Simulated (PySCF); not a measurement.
```xyz
4
charge 0 multiplicity 2, angstrom
Tc    0.0000    0.0000    0.0000
O     0.0001    0.0000    1.6753
O     1.4509    0.0000   -0.8377
O    -1.4509    0.0000   -0.8376
```

Method: UPBE0/[Tc def2-TZVP with ECP28, O def2-TZVP], scalar-relativistic core potentials, density fitting, no spin–orbit coupling, PySCF.

This geometry of TcO₃ is a stationary point at this level.

Problem. What is the point group?

Solution. D3h.

Problem. Is it a minimum?

Solution. No: it has 1 imaginary mode, at 145i cm⁻¹ (a2'').

Problem. List the harmonic modes with their infrared intensities.

Solution. 
```tsv
symmetry	ω (cm⁻¹)	IR (km/mol, summed over degenerate members)	type
a2''	145i	–	bend
e'	326	2.2	bend
e'	1020	413	stretch
a1'	1025	0.0	stretch
```

Problem. Give the atomic charges and bond orders.

Solution. 
```
  atom  Mulliken  Löwdin  polar tensor  spin (Mulliken)  Mayer order to Tc1
   Tc1      1.64    0.83          1.87             1.06                   –
O2,3,4     -0.55   -0.28         -0.62            -0.02                1.77
```

In D3h the vibrations span a2'' + 2e' + a1'. The a1' mode carries no infrared intensity, as symmetry demands.

This need not be the most stable arrangement of these atoms. Other spin states or occupations of the open shell can lie lower. At this level a doublet minimum of C3v symmetry lies 8 kJ/mol below this structure.
